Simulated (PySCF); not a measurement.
**Ionisation energy of Ta by level of theory**

Ta [Xe] 4f14 5d3 6s2 (4F) → Ta+ [Xe] 4f14 5d3 6s1 (5F), as a difference of total energies. All numbers are calculated (PySCF 2.14, the spin-free X2C one-electron Hamiltonian (Gaussian nucleus), in x2c-TZVPPall with one added diffuse shell each of s, p, d, f type (12s8p8d4f1g, 113 functions)). Correlated levels: valence: [Xe] 4f14 frozen. The calculations carry no spin-orbit coupling.

Task: Order these methods by the ionisation energy they give, lowest first.
A. r2SCAN
B. SCS-MP2 (valence)
C. PBE
D. LDA

Result: A (7.039 eV), B (7.166 eV), C (7.409 eV), D (7.766 eV).

Errors of the correlated levels include the incompleteness of this basis and the frozen core.

MP2 underrates the near-degeneracy of ns² with np² in the lower species.

For comparison: 7.573 eV (measured; NIST levels, between the centres of gravity of the two terms).
